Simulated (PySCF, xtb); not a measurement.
H₅NO₃Si, SMILES N[Si](O)(O)O.

Coordinates come from a ωB97X-D3(BJ)/def2-SVP optimisation. The geometry has at least one imaginary mode, so it is a saddle point at that level. Other conformers were not sampled.

The numbers are results of IEF-PCM-B3LYP/def2-SVP (PySCF 2.14.0), not measurements.

The values are the electrostatic part of the solvation free energy, E(continuum) − E(gas) at the gas-phase geometry, in a cavity of scaled van der Waals radii (PySCF's table); cavitation and dispersion terms are not included. In vacuum the orbital gap is 7.96 eV. The dipole moment in vacuum is 2.27 D.

```
solvent           ε  ΔG(elec) (kcal/mol)  dipole (D)  gap (eV)
------------  -----  -------------------  ----------  --------
water         78.36                -11.8        2.76      8.15
acetonitrile  35.69                -11.5        2.74      8.14
diethylether   4.24                 -8.0        2.59      8.09
```

For comparison, GFN2-xTB/ALPB(water) (xtb, at the GFN2-xTB geometry, all terms of that model) gives -14.1 kcal/mol.
